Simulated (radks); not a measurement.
Spherical quantum dot in the effective-mass picture: electrons in a parabolic well V = omega^2 r^2 / 2 with omega = 3.03, with a point charge +1 (a donor) at the centre, all in effective atomic units (hartree* = m*/eps^2 hartree, bohr* = eps/m* bohr), one dielectric constant everywhere. Calculated with a radial shooting solver with Libxc functionals: non-relativistic Kohn-Sham, r2SCAN, spin-polarised, spherical densities, generalised Kohn-Sham scheme. Levels are named by radial order and angular momentum (1s, 1p, 1d, 2s, ...), and open shells are averaged over m.

N = 38, configuration 1s2 1p6 1d10 2s2 1f14 2p(up 3, down 1). This is the lowest configuration that the search found. Occupied and some empty levels:

level    occupation  eigenvalue (hartree*)  <r> (bohr*)
1s up             1                 31.832       0.8275
1s down           1                 31.918       0.8381
1p up             3                 33.696        1.155
1p down           3                 33.736        1.162
2s up             1                 35.250        1.186
2s down           1                 35.300        1.170
1d up             5                 35.446        1.352
1d down           5                 35.470        1.351
1f up             7                 37.293        1.498
1f down           7                 37.320        1.495
2p up             3                 37.540        1.325
2p down           1                 37.640        1.326
1g up             0                 39.260        1.617
1g down           0                 39.295        1.615
3s up             0                 39.563        1.371
3s down           0                 39.594        1.375
2d up             0                 39.752        1.462
2d down           0                 39.820        1.471

Energy (hartree*): total 893.221, kinetic 134.17, external 309.22, Hartree 483.12, exchange-correlation -33.288.
